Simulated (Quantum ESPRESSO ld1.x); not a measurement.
Q: Species: the gadolinium ion Gd42+. Configuration: [Ar] 3d4. Method: scalar-relativistic Kohn-Sham, LDA (Slater exchange, Perdew-Wang correlation), spin-polarised, spherical densities, point nucleus; open shells are filled with parallel spins first; computed with ld1.x of Quantum ESPRESSO 7.5. Some entries of the table are withheld. Estimate them.

orbital,occ.,eigenvalue (eV),<1/r> (bohr^-1)
1s up,1,-52389.2,71.61
1s down,1,-52388.7,71.61
2s up,1,-10548.5,16.70
2s down,1,-10530.9,16.72
2p up,3,-9652.75,15.59
2p down,3,-9638.74,15.61
3s up,1,-3839.19,6.509
3s down,1,-3820.28,6.488
3p up,3,-3563.97,6.160
3p down,3,-3544.66,6.139
3d up,4,-3246.35,5.868
3d down,0,-3222.53,5.854
4s up,0,-1943.16,3.335
4s down,0,-1936.70,3.324
4p up,0,-1833.60,(1)
4p down,0,-1827.15,(2)

A: 
(1) 4p up <1/r> (bohr^-1): 3.188
(2) 4p down <1/r> (bohr^-1): 3.177
